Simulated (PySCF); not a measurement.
Excitations are Tamm–Dancoff values on a coarser integration grid. The basis has no diffuse functions, so Rydberg states are missing or too high.

Cartesian coordinates (Å):
SMILES: CC[SiH2]C
```xyz
14

C      2.1070    -0.1896     0.5181
C      0.7805     0.5359     0.3130
Si    -0.6290    -0.5975    -0.1886
C     -2.2288     0.3454    -0.4259
H      2.0275    -0.9495     1.2999
H      2.4278    -0.6970    -0.3954
H      2.9047     0.4987     0.8090
H      0.8852     1.3105    -0.4552
H      0.4873     1.0596     1.2300
H     -0.2652    -1.2999    -1.4542
H     -0.8114    -1.6444     0.8593
H     -2.1217     1.1034    -1.2058
H     -2.5239     0.8497     0.4975
H     -3.0399    -0.3255    -0.7173
```
Charge 0, spin multiplicity 1.

Problem. Estimate the S1 oscillator strength, brightest of the four lowest singlets (TDA) and LUMO that TPSSh-D3(BJ)/def2-TZVP // PBE0-D3(BJ)/def2-TZVP run with PySCF returns for this input.

Solution. 
| Property | Value |
|---|---|
| S1 oscillator strength | 0.008 |
| brightest of the four lowest singlets (TDA) | 8.56 eV |
| LUMO | 0.71 eV |
